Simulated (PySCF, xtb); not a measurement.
B(GeH3)2(H) (BGe2H7), SMILES [GeH3][BH][GeH3].

GFN2-xTB in xtb at its own geometry gives an orbital gap of 2.47 eV and a dipole moment of 1.16 D.

Coordinates come from a B3LYP-D3(BJ)/def2-SVP optimisation. The structure was generated by enumeration, and PubChem lists no compound with its InChIKey, so it may never have been made.

### Question
What does PySCF with HF/def2-TZVP give? (An estimate is asked for; the answer gives what the named calculation found.)

### Answer
gap 11.23 eV (levels -10.50 and 0.72 eV), dipole 0.63 D.
